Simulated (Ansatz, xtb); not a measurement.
# Ranking isomers of AlClH3NSi

5 gas-phase structures of AlClH3NSi, found in a search over its isomers (lower ones may exist). Each was relaxed with GFN2-xTB:

A. `[Cl][Al@@H-]1[NH+]=[SiH]1`, a singlet
B. `[AlH2][N]=[SiH]Cl`, a singlet
C. `Cl[Si]1=[NH+][AlH2-]1`, a singlet
D. a singlet given by its coordinates
E. a singlet given by its coordinates

E (Å):

```xyz
7

Al   -0.0747   -0.2001    0.1458
Cl    0.5567   -1.1094    1.9933
N     0.7713   -1.5506   -0.9163
Si    1.4607   -2.5730    0.2047
H     0.6249    1.1784   -0.0227
H    -1.6233   -0.2846    0.0341
H     0.8429   -1.6931   -1.9124
```

Close contacts (Å): Al1–Cl2 2.15, Al1–N3 1.92, Al1–Si4 2.83, Cl2–Si4 2.48, N3–Si4 1.67, Al1–H5 1.55, Al1–H6 1.55, N3–H7 1.01.

D (Å):

```yaml
atoms:
  - { symbol: Al, position_ang: [0.5113, -1.1158, 1.1372] }
  - { symbol: Cl, position_ang: [-0.0067, -1.8244, 2.9665] }
  - { symbol: N, position_ang: [0.0037, 0.4503, 0.4634] }
  - { symbol: Si, position_ang: [-0.4436, 1.8753, -0.1542] }
  - { symbol: H, position_ang: [1.4103, -2.0417, 0.3175] }
  - { symbol: H, position_ang: [-1.7519, 2.1510, -0.7457] }
  - { symbol: H, position_ang: [0.4082, 3.0626, -0.2009] }
```

Close contacts (Å): Al1–Cl2 2.03, Al1–N3 1.78, N3–Si4 1.62, Al1–H5 1.53, Si4–H6 1.46, Si4–H7 1.46.

Which do you expect lowest at r2SCAN-D4/def2-SVP, and how would the others follow?

Calculated order at r2SCAN-D4/def2-SVP: E (0.0), A (3.3), D (3.8), C (15.3), B (23.1) kcal/mol. Less than 1 kcal/mol parts A and D, so the order within that pair means little.

Energies above the lowest of each column, in kcal/mol:

```tsv
structure	GFN2-xTB	HF/STO-3G	r2SCAN-D4/def2-SVP
E	7.5	0.0	0.0
A	10.5	22.7	3.3
D	0.0	40.8	3.8
C	22.1	35.4	15.3
B	17.9	74.4	23.1
```

r2SCAN-D4/def2-SVP puts E lowest; GFN2-xTB picks D. Some further structures that were screened fall inside this span and aren't listed. Flexible structures stand in one conformer each, not always the lowest. No reliable frequencies are at hand for these structures.

Over these structures GFN2-xTB departs from r2SCAN-D4/def2-SVP by 5.6 kcal/mol on average once a common shift is removed. A GFN2-xTB relaxation took about 0.1 s and the r2SCAN-D4/def2-SVP energy about 0.74 s on a shared host (Ansatz 0.2.0, xtb 6.7.1).
